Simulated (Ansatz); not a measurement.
Ansatz (a quantum-chemistry and plane-wave program) input:
A basis named .json is the Basis Set Exchange file of that set.

Ansatz 0.2 input:
```yaml
crystal:
  periodic: [false, false, false]
  atoms:
    - {symbol: La, position_ang: [0.34055592, -0.02857962, 0.43619663]}
    - {symbol: Cl, position_ang: [1.01902049, 0.40484460, -1.94922328]}
    - {symbol: Cl, position_ang: [-2.16088446, -0.30901882, 0.48668164]}
basis:
  gaussian:
    orbitals: def2-TZVPP
    fitting: {mean_field: def2-universal-jkfit, correlation: def2-TZVPP-RIFIT.json}
total_charge: 1
magnetization: {spin_polarized: false}
correlation: {method: mp2, electrons: outside_noble_gas}
```

Question: Which total energy does the run end on?

Answer: -950.55509 Eh (RI-MP2/def2-TZVPP). The basis has 140 functions.
